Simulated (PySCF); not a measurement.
Pauling's electronegativity from computed bond energies: partners of H

CCSD(T) in PySCF with def2-TZVPPD on every atom, for the lowest determinant that a PBE0 search found; no spin–orbit coupling. De of H2 is 4.70 eV.

```tsv
B	De(B₂) (eV)	De(HB) (eV)
Cl	2.34	4.57
Br	2.09	4.02
F	1.52	6.02
```

**Question.** With Δ = De(HB) − [De(H₂) + De(B₂)]/2, give Δ and the electronegativity difference √(Δ/eV).

**Answer.** 

```csv
B,Δ (eV),√Δ
Cl,1.05,1.02
Br,0.62,0.79
F,2.91,1.71
```

The rule was made for single bonds and measured bond energies; here it is fed with computed well depths. With the arithmetic mean Δ turns negative when the two homonuclear bonds differ much, as for alkali hydrides.

Correlated steps freeze the inner cores (0 to 18 orbitals); shallow outer-core shells are correlated. Where the molecule has an RHF reference, its open-shell atoms are computed with UHF.
